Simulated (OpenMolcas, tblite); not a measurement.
# How methods differ on AlSiNH6O (SMILES O[SiH2][NH][AlH2])

AlSiNH6O has 10 atoms, charge 0, and is taken as a singlet. SMILES: `O[SiH2][NH][AlH2]`. Geometry: relaxed at PBE0-D4/def2-TZVP. This is one conformer, not always the lowest.

```xyz
10

O    -1.8174   -0.6938   -1.0565
Si   -0.5766    0.3739   -0.8516
N     0.6933   -0.3823    0.0096
Al    1.2333   -0.0948    1.6863
H    -2.3998   -0.5479   -1.8031
H    -1.0002    1.5438   -0.0395
H    -0.1428    0.8313   -2.2032
H     1.1594   -1.1278   -0.4930
H     0.5084    1.0306    2.5252
H     2.4254   -0.9842    2.2287
```

Each level gives the dipole moment (D). The values are calculated.

```
                              level            kind     program  value (D)   CPU time
                           GFN1-xTB  semi-empirical      tblite       2.04  under 2 s
    HF/6-31G* (spherical functions)    Hartree–Fock  OpenMolcas       1.44       12 s
 SVWN5/6-31G* (spherical functions)             LDA  OpenMolcas       1.70       40 s
   PBE/6-31G* (spherical functions)             GGA  OpenMolcas       1.63       58 s
 M06-L/6-31G* (spherical functions)        meta-GGA  OpenMolcas       1.49       71 s
r2SCAN/6-31G* (spherical functions)        meta-GGA  OpenMolcas       1.61       71 s
 B3LYP/6-31G* (Cartesian functions)   global hybrid  OpenMolcas       1.56       38 s
```

The values span 1.44 to 2.04 D. Magnitudes only. Times are those of the runs behind each value, whatever else they computed, on shared processors of several kinds: orders of magnitude only.
